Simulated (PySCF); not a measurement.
CdClH2N, SMILES [Cl][Cd][NH2]. Geometry optimised at B3LYP-D3(BJ)/def2-TZVP. The def2 effective core potentials stand for the cores of Cd; spin–orbit coupling is left out. The values are those of a single conformer.

Method: B3LYP-D3(BJ)/def2-TZVP (PySCF).

Harmonic wavenumbers (cm⁻¹): 113, 114, 346, 546, 653, 829, 1560, 3471, 3560. Rotational constants (GHz): 272.6, 2.086, 2.080; symmetry number 1.

Q: Work out the zero-point energy and the ideal-gas rigid-rotor harmonic-oscillator thermochemistry at 298.15 K and 1 atm.

A: ZPE = ½ Σ hcν = ½ × 11193 cm⁻¹ = 16.00 kcal/mol. H − E(el) = 19.74 kcal/mol. Entropy in cal/(mol K): translation 41.19, rotation 23.12, vibration 8.70, total 73.02. G − E(el) = -2.03 kcal/mol. Cp = 16.14 cal/(mol K). Modes under 150 cm⁻¹ make the vibrational entropy uncertain.
